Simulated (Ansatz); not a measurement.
Input file:

```yaml
crystal:
  periodic: [false, false, false]
  atoms:
    - { symbol: Si, position_ang: [-0.619005, -0.208161, -0.413086] }
    - { symbol: H, position_ang: [0.066333, 0.762472, 1.977702] }
    - { symbol: Cl, position_ang: [1.240629, -0.895407, 0.166769] }
    - { symbol: Cl, position_ang: [-0.447511, 1.805611, -0.820261] }
    - { symbol: Cl, position_ang: [-1.117906, -1.180021, -2.171733] }
    - { symbol: S, position_ang: [-2.154024, -0.625016, 1.037345] }
    - { symbol: H, position_ang: [-2.844034, -1.365079, 0.12278] }
    - { symbol: H, position_ang: [-0.49798, 0.8328, 2.422183] }
basis:
  gaussian: { orbitals: def2-SVP }
hamiltonian:
  xc: pbe
  dispersion: d4
relax:
  f_tol: 0.03
  max_steps: 50
```

Launched with:

```bash
$ ansatz run input.yaml --threads 2 --pin off --max-ram 3072MiB --backend cpu --events-out ev --progress --plain --runs-dir out
```

Hardware: 2 threads of Intel(R) Xeon(R) Platinum 8259CL CPU @ 2.50GHz (Skylake/Cascade Lake), with other jobs on the host.

**Question.** Roughly how long does this run take, and how much memory?

**Answer.** 45 s, with a peak of 0.17 GiB, for 15 ionic steps.
